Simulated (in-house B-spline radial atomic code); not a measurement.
Inner levels of arsenic as electrons are removed. A shift is the extra binding of the orbital against the neutral atom ([Ar] 3d10 4s2 4p1/2(2) 4p3/2(1)). The density at the nucleus is averaged over the nuclear charge. Computed with a radial B-spline atomic code at the basis-set limit: Dirac-Hartree-Fock, jj configuration that fills j = l - 1/2 first, finite nuclei.

A number in brackets counts the electrons of a j subshell.

| ion | configuration | shift of 2p1/2 (eV) | shift of 2p3/2 (eV) | shift of 1s1/2 (eV) | radius of 2p1/2 (bohr) | radius of 2p3/2 (bohr) | radius of 1s1/2 (bohr) | Σ<r²> (bohr²) | change of density at nucleus (bohr⁻³) |
| --- | --- | --- | --- | --- | --- | --- | --- | --- | --- |
| As | [Ar] 3d10 4s2 4p1/2(2) 4p3/2(1) | 0 | 0 | 0 | 0.17463 | 0.17828 | 0.045477 | 41.578 | - |
| As+ | [Ar] 3d10 4s2 4p1/2(2) | 9.8316 | 9.7595 | 9.8497 | 0.17462 | 0.17829 | 0.045476 | 30.299 | 3.6227 |
| As2+ | [Ar] 3d10 4s2 4p1/2(1) | 21.404 | 21.403 | 21.626 | 0.17463 | 0.17828 | 0.045476 | 22.419 | 7.9678 |
| As3+ | [Ar] 3d10 4s2 | 34.581 | 34.689 | 35.127 | 0.17464 | 0.17827 | 0.045476 | 16.503 | 13.023 |
| As4+ | [Ar] 3d10 4s1 | 50.494 | 50.598 | 51.332 | 0.17463 | 0.17827 | 0.045476 | 12.512 | -9.4656 |
| As5+ | [Ar] 3d10 | 67.572 | 67.672 | 68.778 | 0.17462 | 0.17826 | 0.045475 | 9.1158 | -37.706 |
| As6+ | [Ar] 3d3/2(4) 3d5/2(5) | 101.72 | 101.14 | 101.78 | 0.17464 | 0.17818 | 0.045477 | 8.0808 | -27.9 |
| As7+ | [Ar] 3d3/2(4) 3d5/2(4) | 138.68 | 137.33 | 137.53 | 0.17464 | 0.17808 | 0.045478 | 7.194 | -16.389 |
| As8+ | [Ar] 3d3/2(4) 3d5/2(3) | 178.35 | 176.13 | 175.93 | 0.17462 | 0.17796 | 0.045479 | 6.4216 | -3.2184 |
| As9+ | [Ar] 3d3/2(4) 3d5/2(2) | 220.64 | 217.45 | 216.93 | 0.17459 | 0.17781 | 0.045481 | 5.7407 | 11.576 |
| As10+ | [Ar] 3d3/2(4) 3d5/2(1) | 265.5 | 261.23 | 260.49 | 0.17454 | 0.17763 | 0.045482 | 5.1347 | 27.971 |
| As11+ | [Ar] 3d3/2(4) | 312.87 | 307.41 | 306.56 | 0.17447 | 0.17743 | 0.045484 | 4.5913 | 45.94 |
| As12+ | [Ar] 3d3/2(3) | 361.38 | 357.05 | 355.45 | 0.17419 | 0.17728 | 0.045486 | 4.1042 | 65.784 |
| As13+ | [Ar] 3d3/2(2) | 412.14 | 409.08 | 406.8 | 0.17388 | 0.1771 | 0.045488 | 3.6621 | 87.19 |
| As14+ | [Ar] 3d3/2(1) | 465.12 | 463.47 | 460.62 | 0.17353 | 0.1769 | 0.04549 | 3.2591 | 110.15 |
| As15+ | [Ne] 3s2 3p6 | 520.26 | 520.18 | 516.87 | 0.17315 | 0.17667 | 0.045492 | 2.8903 | 134.67 |
| As16+ | [Ne] 3s2 3p1/2(2) 3p3/2(3) | 576.03 | 574.62 | 577.56 | 0.17283 | 0.17668 | 0.045486 | 2.5082 | 164.77 |
| As17+ | [Ne] 3s2 3p1/2(2) 3p3/2(2) | 633.28 | 630.49 | 640.12 | 0.17249 | 0.1764 | 0.04548 | 2.1464 | 196.14 |
| As18+ | [Ne] 3s2 3p1/2(2) 3p3/2(1) | 692.02 | 687.78 | 704.54 | 0.17212 | 0.17611 | 0.045473 | 1.8035 | 228.79 |
| As19+ | [Ne] 3s2 3p1/2(2) | 752.22 | 746.47 | 770.81 | 0.17174 | 0.17579 | 0.045465 | 1.4782 | 262.72 |
| As20+ | [Ne] 3s2 3p1/2(1) | 811.73 | 808.32 | 839.8 | 0.17177 | 0.17537 | 0.045457 | 1.1738 | 295.21 |
| As21+ | [Ne] 3s2 | 872.65 | 871.67 | 910.74 | 0.1715 | 0.17493 | 0.045448 | 0.88514 | 328.85 |
| As22+ | [Ne] 3s1 | 934.32 | 933.19 | 978.91 | 0.17117 | 0.17458 | 0.045445 | 0.59488 | -19.506 |
